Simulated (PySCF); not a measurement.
PySCF input for TiOBr, SMILES [O]=[Ti][Br] (connectivity only; charge and spin as stated), neutral, multiplicity 2, B3LYP-D3(BJ)/def2-TZVP. Geometry optimised at B3LYP-D3(BJ)/def2-TZVP. The spin state was assumed, not searched.

```python
import numpy as np
from pyscf import gto, scf, dft, df
from pyscf.hessian import thermo

mol = gto.M(
    atom='''
    Ti    0.35730162    1.14501507    0.00000000
    O    -0.64401597    2.41558057    0.00000000
    Br   -0.07738594   -1.27185646    0.00000000
    ''',
    basis='def2-TZVP',
    charge=0,
    spin=1,
    max_memory=1600,
    verbose=3,
)
mf = dft.UKS(mol, xc='b3lyp').density_fit(auxbasis='def2-universal-jkfit')
mf.disp = 'd3bj'
mf.grids.level = 3
mf.conv_tol = 1e-11
mf.max_cycle = 100
mf.kernel()
fine, coarse = mf.grids, dft.Grids(mol).set(level=1).build(with_non0tab=True)
for _ in range(3):  # follow internal instabilities
    mf.grids = coarse
    mo, _, stable, _ = mf.stability(return_status=True, nroots=4)
    mf.grids = fine
    if stable:
        break
    mf.kernel(mf.make_rdm1(mo, mf.mo_occ))

# [left out here: the lines that compute and print the analytic Hessian (its translational invariance restored by hand, since the grid's response is missing), thermochemistry and intensities]
```

Log of the run:

```

WARN: HOMO -0.16618569204749 >= LUMO -0.166185692047488

converged SCF energy = -3499.01039484333  <S^2> = 0.75691048  2S+1 = 2.0068986
<class 'pyscf.df.df_jk.DFUKS'> wavefunction is stable in the internal stability analysis

WARN: DFTD3 does not support analytical Hessian, using finite difference


WARN: Mole.unit (angstrom) is changed to Bohr

Mode                                 0                   1                   2
Irrep
Freq [cm^-1]                       94.0094            302.9492           1042.1628
Reduced mass [au]                  21.8830             49.4369             19.2270
Force const [Dyne/A]                0.1139              2.6733             12.3036
Char temp [K]                     135.2586            435.8764           1499.4402
Normal mode                   x     y     z       x     y     z       x     y     z
       0  Ti                -0.07  0.01  0.00    0.05  0.10  0.00   -0.05  0.06 -0.00
       1   O                 0.12  0.16 -0.00   -0.06  0.02 -0.00    0.14 -0.17  0.00
       2  Br                 0.02 -0.04 -0.00   -0.02 -0.06  0.00    0.00  0.00  0.00
temperature 298.1500 [K]
pressure 101325.00 [Pa]
Rotational constants [GHz] 38.29289 1.77372 1.69520
Symmetry number 1
Zero-point energy (ZPE) 0.00328 [Eh]   8607.857 [J/mol]
                           tot       elec      trans        rot        vib
Entropy [J/mol/K]       304.050      5.763    170.708    106.431     21.147
Cv [J/mol/K]             41.491      0.000     12.472     12.472     16.547
Cp [J/mol/K]             49.805      0.000     20.786     12.472     16.547
Internal energy [J/mol]                      3718.434   3718.434  11742.474
Internal energy [Eh]   -3499.00309  -3499.01039
Enthalpy [J/mol]                             6197.391   3718.434  11742.474
Enthalpy [Eh]          -3499.00215
Gibbs free energy [J/mol]                  -44699.157 -28014.076   5437.442
Gibbs free energy [Eh] -3499.03667
mode   freq/cm-1   IR/(km/mol)
   1       94.01        30.943
   2      302.95        62.659
   3     1042.16       301.538
max |gradient| / (hartree/bohr): 0.00012838125671849241
APT charges: [ 1.6818 -1.027  -0.6546]
```

Self-consistency was reached.
